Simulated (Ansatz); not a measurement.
```yaml
atoms:
  - { symbol: Cl, position_ang: [0.0000, 0.0000, -1.9293] }
  - { symbol: Zn, position_ang: [0.0000, 0.0000, 0.0000] }
  - { symbol: Cl, position_ang: [0.0000, 0.0000, 1.9293] }
```

Basis set: cc-pVTZ (spherical functions). Left uncorrelated: 15 orbitals. Charge 0, multiplicity 1.

Computed with Ansatz (development build ahead of 0.2.0); each method stands on the lowest determinant of its kind that the runs found. Restricted open shells among the atoms or ions are ROHF, correlated in semicanonical orbitals with singles.

The atomization energy at this shape (free ground-state atoms in the same class of orbitals less the molecule, no zero-point energy) of singlet ZnCl₂:

```
 method  atomization energy
RHF-MP2             6.42 eV
```

Problem. What does RHF give?

Solution. 4.80 eV. Caution: the shape is not the minimum.
